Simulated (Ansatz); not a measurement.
The cluster GeF₂. Charge 0, multiplicity 5. Geometry PBE0-D4/def2-TZVP; atoms count from 1.

```xyz
3

Ge    0.205    0.330   -1.082
F    -0.081   -1.082    0.265
F    -0.124    0.752    0.816
```

At PBE0-D4/def2-TZVP a singlet of charge 0 lies 10.10 eV below the quintet, each at its own geometry. The structure comes from a short search, and lower isomers may exist.

Question: Estimate the Mulliken populations from the PBE0/def2-TZVP orbitals of Ansatz.

Answer: 
```json
{"atom": "Ge1", "charge (e)": "0.30", "spin (α − β)": "2.76"}
{"atom": "F2", "charge (e)": "-0.15", "spin (α − β)": "0.62"}
{"atom": "F3", "charge (e)": "-0.15", "spin (α − β)": "0.62"}
```
Mulliken values depend strongly on the basis.

Question: Where does the spin sit?

Answer: Summed by element: Ge 2.76, F 1.24, of 4 unpaired in all. Largest on single atoms: Ge1 2.76, F2 0.62, F3 0.62.

Question: And the Mayer bond orders between heavy atoms (over 0.3)?

Answer: Ge1–F2 0.50 (1.97 Å); Ge1–F3 0.50 (1.97 Å); F2–F3 0.46 (1.92 Å).
